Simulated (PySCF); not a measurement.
Stepwise substitution at one centre (Ge H-Cl). Isolated molecules, 0 K electronic values unless said otherwise. Strings in code marks are SMILES.

These are PBE-D3(BJ)/def2-TZVP // PBE0-D3(BJ)/def2-TZVP run with PySCF values and carry that method's errors. 

```tsv
species	HOMO–LUMO gap (eV)	HOMO (eV)
0 of 4 H replaced by Cl (`[GeH4]`)	8.53	-8.35
1 of 4 H replaced by Cl (`[Cl][GeH3]`)	6.19	-7.39
2 of 4 H replaced by Cl (`[Cl][GeH2][Cl]`)	5.96	-7.63
```
